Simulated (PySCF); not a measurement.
Hg(SiH3)2 (singlet state).
Structure used (PBE0-D3(BJ)/def2-SVP), in Å, numbered top down from 1:
```xyz
9
H6HgSi2 angstrom
Hg     0.0180   -0.0097   -0.0024
Si     0.0125   -0.0311    2.5050
H      0.9112   -1.1047    3.0385
H     -1.3662   -0.2793    3.0381
H      0.4873    1.2800    3.0529
Si     0.0175    0.0157   -2.5111
H      1.3696    0.3757   -3.0465
H     -0.9668    1.0133   -3.0405
H     -0.3504   -1.3292   -3.0596
```

Computed with PBE0-D3(BJ)/def2-SVP geometry optimisation, gas phase, def2 core potentials past Kr (PySCF 2.14.0).

(1) Which atoms are bound to Hg1, and at what distances?

(2) What is the shape at Hg1?

(3) What are the other bond lengths?

Answers

(1) 2 atoms: Si2 2.508 Å, Si6 2.509 Å. The nearest atom not counted as bound is H5, at 3.35 Å (others tie with it).

(2) Linear: angle 179.8°.

(3) Si2–H3 and 5 like bonds 1.498 Å.

Point group: near D3d, missed by 0.12 Å at most; the miss may be what the optimiser left on a soft mode (D3 holds within 0.08 Å). Charge 0, singlet. No frequency check.
